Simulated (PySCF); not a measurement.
# Working out the ionisation energy of P²⁺

P²⁺ [Ne] 3s2 3p1 (2P) → P³⁺ [Ne] 3s2 (1S). Calculation: PySCF 2.14, in cc-pVDZ-DK; scalar relativity by spin-free X2C-1e. Frozen: [Ne]. Energies in hartree (1 hartree = 27.21139 eV):

```tsv
part	P²⁺ (lower)	P³⁺ (upper)
UHF	-340.454370	-339.368685
CCSD correlation	-0.057834	-0.047771
(T)	-0.000590	0.000000
```

Task: What does Hartree-Fock give?

Result: (-339.368685) − (-340.454370) = 1.085685 hartree = 29.543 eV.

Task: What do CCSD and CCSD(T) give?

Result: The CCSD correlation energies differ by 0.010063 hartree = 0.274 eV and the triples by 0.000590 hartree = 0.016 eV, so CCSD gives 29.817 eV and CCSD(T) 29.833 eV.

Reference: 30.203 eV (measured; NIST Atomic Spectra Database, ionization energies), between the lowest levels; spin-orbit coupling is absent from the calculation.

A double-zeta basis recovers only part of the correlation energy.

What remains against the reference includes basis incompleteness, the frozen core and higher excitations.
